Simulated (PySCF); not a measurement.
## Ionisation energy of Si²⁺ by level of theory

Si²⁺ [Ne] 3s2 (1S) → Si³⁺ [Ne] 3s1 (2S), as a difference of total energies. Computed with PySCF 2.14 in aug-cc-pVTZ-DK, with the spin-free X2C one-electron Hamiltonian (Gaussian nucleus). Correlated levels: valence: [Ne] frozen. The calculations carry no spin-orbit coupling.

```
           method  ionisation energy (eV)
              UHF                  32.023
              LDA                  33.587
              PBE                  33.448
             PBE0                  33.310
           r2SCAN                  32.932
          wB97M-V                  33.574
            B97-3                  33.553
            wB97X                  33.209
          LC-wPBE                  33.304
    MP2 (valence)                  32.885
SCS-MP2 (valence)                  33.057
```

Problem. How much does correlation contribute at MP2 (valence)?

Solution. 32.885 − (32.023) = 0.862 eV, measured against UHF.

Errors of the correlated levels include the incompleteness of this basis and the frozen core.

MP2 underrates the near-degeneracy of ns² with np² in the lower species.

For comparison: 33.493 eV (measured; NIST Atomic Spectra Database, ionization energies).
